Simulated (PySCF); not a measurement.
C$_{5}$H$_{12}$OSi$_{2}$: full NMR table

* Formula: C5H12OSi2
* SMILES: C#C[SiH2]O[SiH2]C(C)C
* Point group of the computed structure: C1
* Degrees of unsaturation: 2
* Carbon signals: 4
* Proton signals: 5

Structure with atom numbers: `[CH:1]#[C:2][SiH2:3][O:4][SiH2:5][CH:6]([CH3:7])[CH3:8]`; H(Xn) means a hydrogen on atom n.

Calculated, not measured (PySCF 2.14): coordinates at the PBE0-D3(BJ)/def2-SVP level, NMR shieldings at PBE0/pcSseg-1/GIAO. One computed conformer, relativity neglected, no solvent model, averaged over atoms made equivalent by symmetry, fast rotation or ring inversion.

Scale: ¹H (σref 31.27), ¹³C (σref 184.41), ²⁹Si (σref 351.99) against TMS; ¹⁷O (σref 334.56) vs H2O (reference shieldings calculated alike).

| carbon | δC, type | δH (multiplicity) | HMBC from (2–3 bonds) | span of the C tensor (ppm) |
| --- | --- | --- | --- | --- |
| C1 | 103.7, CH | 2.43 (t) | H(Si3) | 243 |
| C2 | 89.2, C | – | H(Si3), H(C1) | 297 |
| C6 | 14.9, CH | 1.39 (m) | H(Si5), H(C7)/H(C8) | 16 |
| C7/C8 | 17.1, CH3 | 1.05 (d) | H(Si5), H(C6), H(C7)/H(C8) | 30 |

Other nuclei:
```csv
atoms,nucleus,environment,δ (ppm),σ (ppm)
H(Si3),¹H,"hydrogen on a silicon bonded to C, O",5.02,26.25
H(Si5),¹H,"hydrogen on a silicon bonded to C, O",4.79,26.48
Si5,²⁹Si,"silicon bonded to C, O, 2 H",-5.9,357.9
Si3,²⁹Si,"silicon bonded to C, O, 2 H",-54.3,406.3
O4,¹⁷O,oxygen bonded to 2 Si,25.1,309.5
```

Carbon types of the structure: 1 × C, 2 × CH, 2 × CH3, leaving 4 H on heteroatoms. δC 103.7: terminal alkyne carbon; the triple bond shields along its axis, which puts it between sp3 and sp2 carbons. δC 89.2: alkyne carbon; the triple bond shields along its axis, which puts it between sp3 and sp2 carbons. δC 17.1: methyl carbon; saturated and bonded to C and H only. δH 2.43: hydrogen on a terminal alkyne carbon; it lies on the axis of the triple bond, in its shielding cone. δH 1.05: hydrogen on a methyl carbon.

Shifts are as computed. Against solution values, carbons near 30 ppm lie about +2 ppm off and those near 130 ppm about +5 ppm. Of 1309 compounds with measured shifts, 239 miss one by over three times the rms of a fit or turn the order of signals round; such compounds aren't used in these exercises. Experimental scales use liquid or dissolved standards, which lie at an offset from isolated H2O (liquid H2O: subtract about 36 ppm). Multiplicities follow the n + 1 count of equivalent neighbours, as no J values were calculated; m marks all less simple cases, F and P coupling included.
